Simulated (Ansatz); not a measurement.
C4H3F5 can be A, `FC/C(F)=C\C(F)(F)F`, or B, `F[C@@H]1[C@@H](F)C(F)(F)[C@H]1F`.

Isolated molecules relaxed with PBE0-D4/def2-TZVP in Ansatz; ΔE leaves out vibrations. CCSD(T)/CBS adds triple-zeta CCSD(T) − MP2 to the extrapolated MP2 energy (def2 sets, frozen cores). DFT in def2-TZVPP. B3LYP here is the variant with VWN-RPA as its local correlation; programs differ in this. Each species was taken in one conformer, which may not be the lowest.

A:

Z-matrix (Å, degrees):
```
C
C 1 1.488
F 1 1.376 2 109.7
H 1 1.095 2 109.1 3 -118.3
H 1 1.090 2 111.1 3 120.8
C 2 1.324 1 128.7 3 -121.6
F 2 1.331 1 112.4 3 60.1
C 6 1.492 2 123.7 1 2.5
H 6 1.082 2 120.0 1 -176.9
F 8 1.341 6 112.9 2 56.3
F 8 1.335 6 110.1 2 176.3
F 8 1.345 6 112.6 2 -64.1
```

B:

Z-matrix (Å, degrees):
```
C
C 1 1.529
C 1 1.529 2 89.0
F 1 1.360 2 117.3 3 -120.4
H 1 1.094 2 110.9 3 112.0
C 2 1.539 1 87.5 3 -21.0
F 2 1.354 1 117.6 3 -140.7
H 2 1.094 1 111.8 3 90.4
F 3 1.354 1 117.6 2 140.7
H 3 1.094 1 111.8 2 -90.4
F 6 1.341 2 112.2 1 -92.5
F 6 1.341 2 117.3 1 140.8
```

Task: Which is lower in electronic energy at CCSD(T)/CBS, and by how much? (Best estimate.)

Result: Ansatz gave: A, by 53.3 kJ/mol.

Task: Give E(B) − E(A) in kJ/mol with B3LYP, B3LYP-D4, PBE0-D4, CCSD(T)/def2-SVP, HF/def2-TZVPP, ωB97M-V, CCSD/def2-TZVPP. (Best estimate.)

Result: The calculation gave: B3LYP 64.5, B3LYP-D4 63.4, PBE0-D4 42.9, CCSD(T)/def2-SVP 61.4, HF/def2-TZVPP 61.0, ωB97M-V 49.0, CCSD/def2-TZVPP 51.7. None reverses the order clearly.

Task: Does the order hold for the free energy at 298.15 K (harmonic terms from PBE0-D4)? (An estimate is asked.)

Result: Ansatz gave: Yes: G(B) − G(A) = +62.7 kJ/mol, for one conformer each. Modes under 60 cm⁻¹, often nearly free rotors, make the harmonic entropy too high.

Largest T1 diagnostic: 0.012.

At CCSD(T), def2-SVP lies +8.1 kJ/mol from the extrapolated value and def2-TZVPP +1.1 kJ/mol. From BLYP to BHLYP (50 % exact exchange), in def2-TZVPP and without D4, E(B) − E(A) moves by −16.3 kJ/mol.
